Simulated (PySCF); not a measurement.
## How methods differ on the ionisation energy of Bi⁺

Bi⁺ [Xe] 4f14 5d10 6s2 6p2 (3P) → Bi²⁺ [Xe] 4f14 5d10 6s2 6p1 (2P), as a difference of total energies. Computed with PySCF 2.14 in cc-pVDZ-PP with ECP60MDF, with a scalar-relativistic core potential. Correlated levels: valence: 5s2 5p6 5d10 frozen. The calculations carry no spin-orbit coupling.

| method | ionisation energy (eV) | difference from reference (eV) |
| --- | --- | --- |
| UHF | 15.307 | -1.396 |
| PBE0 | 15.826 | -0.877 |
| M06-L | 15.257 | -1.446 |
| MP2 (valence) | 15.495 | -1.208 |
| SCS-MP2 (valence) | 15.447 | -1.256 |
| CCSD (valence) | 15.525 | -1.178 |
| CCSD(T) (valence) | 15.528 | -1.175 |

Reference: 16.703 eV (measured; NIST Atomic Spectra Database, ionization energies).

Spin-orbit coupling is strong in these open shells (close to jj coupling). The scalar numbers leave it out and a first-order estimate fails, so it can dominate the gap to the real levels.

Errors of the correlated levels include the incompleteness of this basis and the frozen core.
